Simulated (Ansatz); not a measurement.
C2H8InN, SMILES `[CH3][In]([CH3])[NH2]`, relaxed with RKS PBE0-D4/def2-TZVP in Ansatz 0.2.0 from a GFN2-xTB geometry. The force threshold is 0.005 eV/Å; the program also tests the step.

Total charge 0; spin multiplicity 1. In takes the def2 core potential.

Start:

```xyz
12

C     1.643   -1.239   -0.744
In   -0.100   -0.019   -0.061
C    -0.161    1.743    1.310
N    -1.937   -0.791   -0.555
H     2.293   -1.455    0.102
H     2.214   -0.701   -1.498
H     1.272   -2.171   -1.166
H    -0.173    2.669    0.736
H    -1.071    1.679    1.904
H     0.707    1.742    1.966
H    -1.981   -1.325   -1.416
H    -2.707   -0.132   -0.578
```

Task: By how much does the energy fall, and how many steps does the optimiser take? (Estimate.)

Result: The calculation gave: 10.25 kJ/mol, in 21 steps, 3 of them rejected.

Task: Which bonds change most? (An estimate is asked.)

Result: Computed: C1–In2 from 2.234 to 2.149 Å; In2–C3 from 2.234 to 2.149 Å; In2–N4 from 2.053 to 2.021 Å; N4–H11 from 1.014 to 1.007 Å.

Task: Give the relaxed structure. (An estimate is asked.)

Result: The calculation gave: 
```xyz
12

C     1.603   -1.164   -0.756
In   -0.064   -0.027   -0.018
C    -0.144    1.706    1.249
N    -1.870   -0.705   -0.620
H     2.195   -1.554    0.074
H     2.253   -0.534   -1.365
H     1.254   -2.000   -1.363
H     0.216    2.583    0.708
H    -1.169    1.893    1.571
H     0.486    1.572    2.130
H    -2.009   -1.490   -1.234
H    -2.750   -0.280   -0.378
```
